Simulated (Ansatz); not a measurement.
Consider the cleavage of the Al–Al bond: `[SiH3][AlH][Al]1[CH2][CH2]1` + PH₃ → `[SiH3][AlH][PH2]` + `[CH2]1[CH2][AlH]1`.

Computed with Ansatz on PBE0-D4/def2-TZVP structures; ΔE is electronic, products minus reactants. CCSD(T)/CBS is the MP2 limit (def2-TZVPP, def2-QZVPP) plus CCSD(T) − MP2 in def2-TZVPP, frozen cores. This one scheme is used for every species. DFT in def2-TZVPP. B3LYP here is the variant with VWN-RPA as its local correlation; programs differ in this. One conformer a species, not always the lowest.

```json
{"level": "revPBE-D4", "ΔE (kJ/mol)": "-1.7", "difference from CCSD(T)/CBS": "14.1"}
{"level": "B97M-V", "ΔE (kJ/mol)": "-17.2", "difference from CCSD(T)/CBS": "-1.4"}
{"level": "B3LYP-D4", "ΔE (kJ/mol)": "-12.2", "difference from CCSD(T)/CBS": "3.6"}
{"level": "r2SCAN0-D4", "ΔE (kJ/mol)": "-13.3", "difference from CCSD(T)/CBS": "2.5"}
{"level": "CAM-B3LYP-D4", "ΔE (kJ/mol)": "-19.9", "difference from CCSD(T)/CBS": "-4.1"}
{"level": "revPBE", "ΔE (kJ/mol)": "2.6", "difference from CCSD(T)/CBS": "18.4"}
{"level": "B3LYP", "ΔE (kJ/mol)": "-9.5", "difference from CCSD(T)/CBS": "6.3"}
{"level": "CCSD(T)/def2-SVP", "ΔE (kJ/mol)": "-4.6", "difference from CCSD(T)/CBS": "11.2"}
{"level": "MP2/def2-TZVPP", "ΔE (kJ/mol)": "-19.9", "difference from CCSD(T)/CBS": "-4.1"}
{"level": "CCSD/def2-TZVPP", "ΔE (kJ/mol)": "-13.4", "difference from CCSD(T)/CBS": "2.4"}
{"level": "CCSD(T)/CBS", "ΔE (kJ/mol)": "-15.8", "difference from CCSD(T)/CBS": "0"}
```

Largest T1 diagnostic among the species: 0.017.

Leaving LDA and LC-ωPBE aside and taking each functional with its dispersion term where it has one, the values, not all of them listed here, spread over 26.2 kJ/mol, from ωB97M-V to PBE-D4. From r2SCAN to r2SCAN0 (25 % exact exchange), in def2-TZVPP and without D4, ΔE moves by −6.2 kJ/mol.
